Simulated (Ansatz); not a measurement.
Basis sets compared for (4-phenylthiophenyl)diphenylsulfonium (C24H19S2⁺). Charge 1, multiplicity 1. Geometry PBE-D4/def2-SVP. Ansatz on 2 threads of AMD EPYC 7R13 on a shared host and a share (18 GiB) of an NVIDIA H100 80GB HBM3; times are rough, and most runs start from earlier orbitals.

```xyz
45

C    -4.8588   -1.4424   -3.7023
C    -5.1022   -0.4656   -2.7218
C    -4.2422    0.6362   -2.5963
C    -3.1305    0.7476   -3.4546
S    -2.0650    2.1824   -3.3408
C    -0.8683    1.6972   -2.1447
C    -0.8362    0.4251   -1.5235
C     0.1502    0.1211   -0.5833
C     1.1150    1.0930   -0.2599
S     2.4010    0.8085    0.9398
C     2.6192   -0.9797    0.9610
C     3.5151   -1.4940    0.0069
C     3.7215   -2.8797   -0.0371
C     3.0525   -3.7216    0.8674
C     2.1720   -3.1845    1.8211
C     1.9455   -1.8006    1.8783
C     1.6731    1.1851    2.5460
C     0.2862    1.3056    2.7195
C    -0.1987    1.6133    3.9999
C     0.6912    1.7963    5.0713
C     2.0772    1.6807    4.8724
C     2.5832    1.3809    3.5999
C     1.1140    2.3595   -0.8804
C     0.1220    2.6575   -1.8120
C    -2.8861   -0.2242   -4.4443
C    -3.7543   -1.3211   -4.5619
H    -5.5411   -2.3008   -3.8031
H    -5.9748   -0.5556   -2.0561
H    -4.4299    1.4155   -1.8417
H    -1.5897   -0.3308   -1.7862
H     0.1736   -0.8742   -0.1154
H     4.0426   -0.8261   -0.6914
H     4.4192   -3.3011   -0.7768
H     3.2253   -4.8076    0.8334
H     1.6558   -3.8459    2.5332
H     1.2651   -1.3725    2.6293
H    -0.4022    1.1737    1.8713
H    -1.2832    1.7152    4.1577
H     0.3006    2.0409    6.0704
H     2.7731    1.8357    5.7111
H     3.6686    1.2994    3.4326
H     1.8820    3.1084   -0.6341
H     0.1129    3.6446   -2.2991
H    -2.0231   -0.1135   -5.1187
H    -3.5710   -2.0815   -5.3369
```

Single mean-field runs in def2-SVP, def2-TZVP are fitted with def2-universal-jkfit.

| level | functions | energy (Eh) | HOMO (eV) | LUMO (eV) | wall time |
| --- | --- | --- | --- | --- | --- |
| PBE-D4/def2-SVP | 467 | -1719.7700 | -8.23 | -5.43 | 3.2 s |
| PBE0-D4/def2-SVP | 467 | -1719.9120 | -9.23 | -4.66 | 3 s |

Q: Estimate the rows for PBE-D4/def2-TZVP, PBE0-D4/def2-TZVP (with forces).

A: 
| level | functions | energy (Eh) | HOMO (eV) | LUMO (eV) | wall time |
| --- | --- | --- | --- | --- | --- |
| PBE-D4/def2-TZVP | 932 | -1721.0180 | -8.26 | -5.52 | 4.8 s |
| PBE0-D4/def2-TZVP (with forces) | 932 | -1721.1490 | -9.22 | -4.72 | 7 s |
